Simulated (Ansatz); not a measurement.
Relaxation of C$_{2}$H$_{8}$AlClSi$_{2}$ (14 atoms, charge 0, multiplicity 1), to a largest force component of 0.02 eV/Å in at most 50 steps.

Computed with RKS LDA/STO-3G (Ansatz).

```xyz
14
Properties=species:S:1:pos:R:3
Si 0.764 -2.834 -0.225
C 0.268 -0.998 -0.093
C -0.985 -0.557 0.229
Cl -2.223 -1.635 0.586
Al -1.314 1.372 0.350
Si 0.403 2.951 -0.075
H -0.100 -3.418 -1.258
H 2.169 -2.896 -0.625
H 0.501 -3.436 1.099
H 1.066 -0.281 -0.272
H -2.784 1.892 0.788
H 1.529 2.723 0.886
H 0.838 2.773 -1.465
H -0.143 4.313 0.103
```

Task: Where does it end, and by what steps?

Result: It converged. Limits of this set-up: minimal basis. After 8 steps the energy has fallen by 0.735 eV; C3 moved furthest, 0.15 Å.

```tsv
step	energy less start (eV)	largest force component (eV/Å)	accepted
0	0.0000	4.294	yes
1	-0.5546	1.984	yes
2	-0.6522	0.543	yes
3	-0.6151	0.783	no
4	-0.7279	0.213	yes
5	-0.7317	0.157	yes
6	-0.7337	0.087	yes
7	-0.7348	0.052	yes
8	-0.7353	0.011	yes
```

```xyz
14
Properties=species:S:1:pos:R:3
Si 0.719 -2.752 -0.214
C 0.309 -0.947 -0.089
C -0.898 -0.440 0.233
Cl -2.211 -1.670 0.565
Al -1.364 1.404 0.379
Si 0.332 2.865 -0.061
H -0.106 -3.379 -1.229
H 2.115 -2.894 -0.579
H 0.491 -3.401 1.062
H 1.103 -0.207 -0.289
H -2.773 1.760 0.769
H 1.481 2.640 0.798
H 0.825 2.733 -1.421
H -0.035 4.258 0.105
```

Time of the run: 38 s on 1 thread of Intel(R) Xeon(R) Platinum 8259CL CPU @ 2.50GHz (Skylake/Cascade Lake), on a shared host, peak memory 0.17 GiB.
